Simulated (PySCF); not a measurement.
Point groups of optimised structures. Method: B3LYP/def2-SVPD in PySCF (dipole) on a GFN2-xTB geometry, gas phase. The symmetry is that of the one conformer found, every atom within 0.08 Å of its image; none is proved a minimum here.

(1) `[CH:1]#[C:2][c:3]1[n:4][cH:5][cH:6][p:7][c:8]1[CH3:9]` with H–C9–C8–P7 0° (nearest H): symmetry, top, dipole?

(2) `[C-:1]#[N+:2][CH2:3][CH2:4][CH3:5]` with N2–C3–C4–C5 -66°: symmetry, top, dipole?

(3) `[CH3:1][c:2]1[cH:3][cH:4][p:5][c:6]([C:7]#[N:8])[cH:9]1` with H–C1–C2–C3 59° (nearest H): symmetry, top, dipole?

## Answers

(1) Cs; asymmetric top; symmetry number 1; 2 operations, which sort the 15 atoms into 14 sets; dipole 1.16 D, in the ab plane, which is the mirror; A, B, C = 2493, 1269, 845.4 MHz; heavy atoms equivalent by symmetry: none.

(2) C1; asymmetric top; symmetry number 1; this conformer is chiral (no improper operation); dipole 3.95 D.

(3) Cs; asymmetric top; symmetry number 1; 2 operations, which sort the 15 atoms into 14 sets; dipole 5.87 D, in the ab plane, which is the mirror; A, B, C = 2262, 1169, 774.4 MHz; heavy atoms equivalent by symmetry: none.
